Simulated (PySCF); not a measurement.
# Se⁻ (selenium, charge -1) across methods

[Ar] 3d10 4s2 4p5, 2P determinant. Calculation: PySCF 2.14, in aug-cc-pwCVDZ-PP with ECP10MDF; a scalar-relativistic core potential. The B2PLYP total includes its PT2 part (frozen core); its orbital energies are those of the SCF part.

| method | E (hartree) | mean ε 4s β (eV) | mean ε 4p α (eV) | mean ε 4p β (eV) | Σ⟨r²⟩ (bohr²) | ⟨S²⟩ |
| --- | --- | --- | --- | --- | --- | --- |
| PBEsol | -372.8236 | -9.133 | 0.386 | 1.044 | 58.40 | 0.752 |
| PBE | -373.1854 | -9.106 | 0.376 | 1.025 | 58.62 | 0.752 |
| B2PLYP | -372.7875 | -12.232 | -1.538 | -0.707 | 57.38 | 0.755 |
| UHF | -371.88132 | -14.590 | -3.242 | -2.093 | 56.66 | 0.759 |
| LDA | -372.6467 | -9.442 | 0.272 | 0.901 | 58.67 | 0.752 |
| BLYP | -373.1546 | -9.129 | 0.537 | 1.111 | 59.40 | 0.752 |
| r2SCAN | -373.0672 | -9.400 | 0.139 | 0.874 | 57.20 | 0.755 |
| PBE0 | -373.1546 | -10.665 | -0.645 | 0.098 | 57.29 | 0.753 |

(1) Estimate the same row for B97-3.

Energies and moments cover only the electrons outside the core potential.

The highest occupied level is positive at PBEsol, PBE, B97-3, LDA, BLYP, r2SCAN, PBE0: only the finite basis holds that electron, which in a density functional comes from self-interaction.

## Answers

(1) E (hartree) = -373.2225; mean ε 4s β (eV) = -10.693; mean ε 4p α (eV) = -0.644; mean ε 4p β (eV) = 0.083; Σ⟨r²⟩ (bohr²) = 57.40; ⟨S²⟩ = 0.753.
